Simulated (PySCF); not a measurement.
## Computed structure and properties of [TaH6]−

System: [TaH6]− (singlet); start: displaced along the imaginary mode (C3v). Method: PySCF 2.14.0, RKS r2SCAN, Ta def2-SVP with ECP60, H def2-SVP; non-relativistic Hamiltonian with scalar-relativistic core potentials where named; density fitting; no spin-orbit coupling.

Input of the relaxation:

```python
mol = gto.M(atom='''
Ta     0.00000     0.00000     0.00620
H      1.62118    -0.00000     0.92537
H     -0.81059     1.40398     0.92537
H     -0.81059    -1.40398     0.92537
H      1.28577    -0.00000    -1.29618
H     -0.64288     1.11351    -1.29618
H     -0.64289    -1.11351    -1.29618''',
    basis={'Ta': 'def2-SVP', 'H': 'def2-SVP'},
    ecp={'Ta': 'def2-SVP'},
    charge=-1, spin=0)
mf = dft.RKS(mol, xc='R2SCAN')
mf.grids.atom_grid = (50, 194)
mf = mf.density_fit()  # fitting sets: Ta def2-universal-JKFIT, H def2-universal-JKFIT
mf.conv_tol = 1e-08; mf.max_cycle = 55
mf.kernel(dm0)  # dm0: converged density of the start geometry
# quasi-Newton relaxation in Cartesian coordinates to a largest gradient under 0.00045 Eh/bohr, steps kept in the point group
```

Run from Python with OMP_NUM_THREADS=2; the lines above give its settings. Where DIIS fails, smearing, a level shift and second-order steps follow.
It took 11 s on 2 threads of Arm Neoverse V1 (shared host), from the converged density of the start.

Course of the relaxation:

```tsv
step	energy above end (eV)	largest force component within the symmetry (eV/Å)
0	0.0889	0.275
1	0.0549	0.201
2	0.0050	0.110
3	0.0010	0.076
4	0.0001	0.041
5	0.0000	0.023
6	0.0000	0.009
```

Relaxed geometry (C3v):

```xyz
7

Ta    0.0000    0.0000    0.0997
H     1.6771    0.0000    0.8472
H    -0.8386    1.4524    0.8472
H    -0.8386   -1.4524    0.8472
H     1.1662    0.0000   -1.2492
H    -0.5831    1.0100   -1.2492
H    -0.5831   -1.0100   -1.2492
```

```tsv
contact	Å
Ta1–H2 (H)	1.836
Ta1–H3 (H)	1.836
Ta1–H4 (H)	1.836
Ta1–H5 (H)	1.783
Ta1–H6 (H)	1.783
Ta1–H7 (H)	1.783
```

On the finer grid (75, 302):

```
HOMO                                                          : -1.47 eV
LUMO                                                          : 2.54 eV
Dipole about the centre of mass                               : 2.07 D
Set of Mulliken populations of Ta1 outside the core potential : s 2.79, p 6.47, d 3.29, f 0.03
D3(BJ) dispersion energy (not in the energies)                : -0.023 eV
```

```
atom  Mulliken (e)  Löwdin (e)  spin (e)
 Ta1          0.41       -0.23      0.00
  H2         -0.30       -0.17      0.00
  H3         -0.30       -0.17      0.00
  H4         -0.30       -0.17      0.00
  H5         -0.18       -0.09      0.00
  H6         -0.18       -0.09      0.00
  H7         -0.18       -0.09      0.00
```

No frequency check is given for this geometry.

Taking off one H (charge -1, singlet; the rest: singlet) in vacuum, both parts rigid, costs 5.67 eV; the small basis without counterpoise inflates it.

Rigid scan of H along the line from its metal:

(distance to H2 (Å), energy (eV)): (1.54, 0.686), (1.64, 0.263), (1.74, 0.057), (1.84, 0.000), (1.94, 0.044), (2.04, 0.154), (2.24, 0.485), (2.54, 1.071), (2.94, 1.798), (3.44, 2.506)

One start shape was tried, so this needn't be the lowest isomer.
